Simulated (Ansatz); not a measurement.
C2H6FInO, relaxed with RKS PBE0-D4/def2-TZVP in Ansatz from a PBE-D4/def2-SVP geometry. The force threshold is 0.005 eV/Å; the program also tests the step.

The species carries charge 0 and has multiplicity 1. In takes the def2 core potential. The bonds changed during the relaxation, so this is another structure than the one it started from.

Start:

```xyz
11

C    -0.861    0.637    0.404
C    -0.722   -0.860    0.548
F    -0.219   -1.420   -0.650
In    2.540   -1.118   -0.990
O     2.140    0.930   -0.935
H     0.131    1.082    0.176
H    -1.251    1.073    1.347
H    -1.570    0.891   -0.411
H    -1.692   -1.365    0.750
H    -0.012   -1.130    1.360
H     1.515    1.279   -1.600
```

Q: How much energy does the relaxation release, and in how many steps? (An estimate is asked.)

A: The calculation gave: 3.89 kcal/mol, in 37 steps, 4 of them rejected.

Q: Which bonds change most? (An estimate is asked.)

A: Ansatz gave: In4–O5 from 2.088 to 2.054 Å; C2–H10 from 1.113 to 1.090 Å; C1–H6 from 1.110 to 1.091 Å; C2–H9 from 1.112 to 1.092 Å.

Q: Give the relaxed structure. (Estimate.)

A: Computed: 
```xyz
11

C    -1.234    0.587    0.230
C    -0.509   -0.671    0.601
F    -0.238   -1.420   -0.566
In    1.990   -0.954   -2.011
O     2.059    0.465   -0.527
H    -0.594    1.214   -0.392
H    -1.479    1.143    1.139
H    -2.165    0.367   -0.299
H    -1.103   -1.328    1.241
H     0.457   -0.453    1.056
H     2.816    1.051   -0.472
```
